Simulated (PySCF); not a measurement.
Dipole response of W⁺ (tungsten, charge +1)

[Xe] 4f14 5d4 6s1, high-spin 6D determinant. All numbers are calculated (PySCF 2.14, scalar relativity by spin-free X2C-1e, in ANO-RCC-VTZP (8s7p5d3f2g1h, 104 functions)). Coupled (time-dependent) response in atomic units; α is the mean over directions. The basis has no added diffuse functions, which lowers α and C₆.

```
method  mean α (bohr³)         α xx, yy, zz  C₆ (like pair)  S(−4)
   PBE           32.72  31.94, 31.94, 34.28           254.8  513.3
```

S(−4) is the Cauchy moment in α(ω) = α(0) + S(−4) ω² + …

Spin-orbit coupling is absent.

α(iu) at PBE:

```csv
u (hartree),α(iu) (bohr³)
0,32.72
0.0500,31.50
0.100,28.40
0.200,20.95
0.300,15.40
0.500,9.698
0.750,6.724
1.00,5.188
1.50,3.482
2.00,2.519
3.00,1.503
5.00,0.7289
```

A single London oscillator, α(iu) = α/(1 + u²/ω²), gives C₆ = (3/4) ω α². Matching the computed C₆ needs ω = 4 × 254.8 / (3 × 32.72²) = 0.317 hartree.

For an ion, C₆ is the dispersion term alone; charge-induced terms of lower order in 1/R come first.

The components differ because the open shell of this determinant is not spherical; for a pure term their mean is the scalar polarisability.

Spin-orbit coupling, absent here, splits the open shell strongly.
